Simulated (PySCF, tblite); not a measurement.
C4H6ClN3.
Numbering: `[CH3:1][CH2:2][n:3]1[n:4][cH:5][c:6]([Cl:7])[n:8]1` (hydrogens: H9, H10, H11 on C1; H12, H13 on C2; H14 on C5)

Geometry (GFN2-xTB, Å), atoms numbered from 1 in this order:
```
atom  x, y, z in Å
C1    -2.028    0.213    0.462
C2    -1.155   -0.196   -0.720
N3     0.234   -0.150   -0.364
N4     0.881   -1.191    0.093
C5     2.103   -0.755    0.354
C6     2.135    0.607    0.027
Cl7    3.428    1.697    0.142
N8     0.935    0.956   -0.423
H9    -1.778    1.223    0.776
H10   -1.869   -0.464    1.298
H11   -3.075    0.182    0.178
H12   -1.376   -1.220   -1.027
H13   -1.305    0.488   -1.558
H14    2.871   -1.389    0.740
```

Theory: PBE0/def2-SVPD in PySCF (dipole) on a GFN2-xTB geometry, gas phase.

Take the most abundant isotopes and a rigid rotor. The values belong to one conformer with, in the numbering `[CH3:1][CH2:2][n:3]1[n:4][cH:5][c:6]([Cl:7])[n:8]1`, C1–C2–N3–N4 93°.

Problem. What are A, B and C (cm⁻¹)?

Solution. Ia = 106.39, Ib = 520.62, Ic = 586.63 u·Å²; 505379 MHz·u·Å²/I gives 4750, 970.7 and 861.5 MHz, that is A = 0.15846, B = 0.03238, C = 0.02874 cm⁻¹.

Problem. Classify the top.

Solution. A near-prolate asymmetric top. Ray's parameter κ = (2B − A − C)/(A − C) = -0.944; −1 is the prolate and +1 the oblate limit.

Problem. Is it planar, by Δ = Ic − Ia − Ib?

Solution. Not planar: Δ = Ic − Ia − Ib = -40.37 u·Å². For a rigid frame Δ = −2 Σ m c², so Σ m c² = 20.19 u·Å² lies off the ab plane: 6.55 from hydrogen and 13.64 from heavier atoms. The atom farthest from that plane is 1.49 Å away.

Problem. Give the other two planar moments, Paa and Pbb, and the rms extents of the mass along the axes.

Solution. Paa = Σ m a² = (Ib + Ic − Ia)/2 = 500.44 and Pbb = Σ m b² = (Ia + Ic − Ib)/2 = 86.20 u·Å². With the mass M = 131.03 u, the rms extents √(P/M) along a, b and c are 1.95, 0.81, 0.39 Å.

Problem. Where do the levels up to J = 2 lie, in MHz?

Solution. Above 0(0,0):
J = 1: 1(0,1) 1832, 1(1,1) 5612, 1(1,0) 5721
J = 2: 2(0,2) 5494, 2(1,2) 9167, 2(1,1) 9495, 2(2,1) 20834, 2(2,0) 20836
Those of J = 1 are B + C, A + C and A + B.

Problem. Which types of transition are allowed, and where do some lines up to J = 5 fall?

Solution. The dipole components are |μa| = 2.01 D, |μb| = 0.20 D, |μc| = 0.02 D. The squared components, which scale the intensities, stand as 1.00 : 0.01 : 0.00 (a : b : c). Some lines, for components of 0.1 D or more:

```json
{"type": "a", "branch": "Q", "J(Ka,Kc)": "3(1,2) ← 3(1,3)", "MHz": "655", "lower level (cm⁻¹)": "0.484"}
{"type": "a", "branch": "Q", "J(Ka,Kc)": "5(1,4) ← 5(1,5)", "MHz": "1638", "lower level (cm⁻¹)": "1.017"}
{"type": "b", "branch": "R", "J(Ka,Kc)": "3(0,3) ← 2(1,2)", "MHz": "1815", "lower level (cm⁻¹)": "0.306"}
{"type": "b", "branch": "R", "J(Ka,Kc)": "4(0,4) ← 3(1,3)", "MHz": "3789", "lower level (cm⁻¹)": "0.484"}
{"type": "b", "branch": "Q", "J(Ka,Kc)": "5(1,4) ← 5(0,5)", "MHz": "4718", "lower level (cm⁻¹)": "0.914"}
{"type": "a", "branch": "R", "J(Ka,Kc)": "3(2,1) ← 2(2,0)", "MHz": "5506", "lower level (cm⁻¹)": "0.695"}
{"type": "a", "branch": "R", "J(Ka,Kc)": "3(1,2) ← 2(1,1)", "MHz": "5659", "lower level (cm⁻¹)": "0.317"}
{"type": "a", "branch": "R", "J(Ka,Kc)": "4(3,2) ← 3(3,1)", "MHz": "7333", "lower level (cm⁻¹)": "1.518"}
{"type": "a", "branch": "R", "J(Ka,Kc)": "4(2,2) ← 3(2,1)", "MHz": "7350", "lower level (cm⁻¹)": "0.879"}
{"type": "a", "branch": "R", "J(Ka,Kc)": "4(1,3) ← 3(1,2)", "MHz": "7543", "lower level (cm⁻¹)": "0.505"}
{"type": "a", "branch": "R", "J(Ka,Kc)": "5(4,1) ← 4(4,0)", "MHz": "9166", "lower level (cm⁻¹)": "2.658"}
{"type": "a", "branch": "R", "J(Ka,Kc)": "5(3,3) ← 4(3,2)", "MHz": "9169", "lower level (cm⁻¹)": "1.762"}
{"type": "a", "branch": "R", "J(Ka,Kc)": "5(3,2) ← 4(3,1)", "MHz": "9169", "lower level (cm⁻¹)": "1.762"}
{"type": "b", "branch": "Q", "J(Ka,Kc)": "4(2,2) ← 4(1,3)", "MHz": "10996", "lower level (cm⁻¹)": "0.757"}
{"type": "b", "branch": "Q", "J(Ka,Kc)": "3(2,1) ← 3(1,2)", "MHz": "11188", "lower level (cm⁻¹)": "0.505"}
{"type": "b", "branch": "Q", "J(Ka,Kc)": "2(2,1) ← 2(1,2)", "MHz": "11667", "lower level (cm⁻¹)": "0.306"}
{"type": "b", "branch": "Q", "J(Ka,Kc)": "5(2,4) ← 5(1,5)", "MHz": "12331", "lower level (cm⁻¹)": "1.017"}
{"type": "b", "branch": "R", "J(Ka,Kc)": "3(2,2) ← 2(1,1)", "MHz": "16836", "lower level (cm⁻¹)": "0.317"}
{"type": "b", "branch": "Q", "J(Ka,Kc)": "4(3,2) ← 4(2,3)", "MHz": "19179", "lower level (cm⁻¹)": "1.123"}
{"type": "b", "branch": "Q", "J(Ka,Kc)": "5(3,3) ← 5(2,4)", "MHz": "19192", "lower level (cm⁻¹)": "1.428"}
{"type": "b", "branch": "R", "J(Ka,Kc)": "4(2,2) ← 3(1,3)", "MHz": "19194", "lower level (cm⁻¹)": "0.484"}
{"type": "b", "branch": "R", "J(Ka,Kc)": "3(3,0) ← 2(2,1)", "MHz": "24670", "lower level (cm⁻¹)": "0.695"}
{"type": "b", "branch": "R", "J(Ka,Kc)": "4(4,1) ← 3(3,0)", "MHz": "34169", "lower level (cm⁻¹)": "1.518"}
{"type": "b", "branch": "R", "J(Ka,Kc)": "4(4,0) ← 3(3,1)", "MHz": "34169", "lower level (cm⁻¹)": "1.518"}
{"type": "b", "branch": "R", "J(Ka,Kc)": "5(4,2) ← 4(3,1)", "MHz": "36002", "lower level (cm⁻¹)": "1.762"}
{"type": "b", "branch": "R", "J(Ka,Kc)": "5(4,1) ← 4(3,2)", "MHz": "36002", "lower level (cm⁻¹)": "1.762"}
{"type": "b", "branch": "R", "J(Ka,Kc)": "5(5,0) ← 4(4,1)", "MHz": "43670", "lower level (cm⁻¹)": "2.658"}
```

Problem. Estimate the classical rotational partition function at 25 K, 100 K and 298.15 K.

Solution. Point group C1, symmetry number σ = 1; q = (√π/σ)·√((kT/h)³/(ABC)), k/h = 20836.6 MHz/K: 10600 at 25 K, 84600 at 100 K, 435000 at 298.15 K.

Its GFN2-xTB frequencies are all real (lowest 18 cm⁻¹). No vibrational averaging or centrifugal distortion is included, and the geometry carries the error of its method. A rigid rotor knows nothing of internal rotation, which can split or shift real lines. Quadrupole hyperfine structure (14N, 35Cl) is left out.
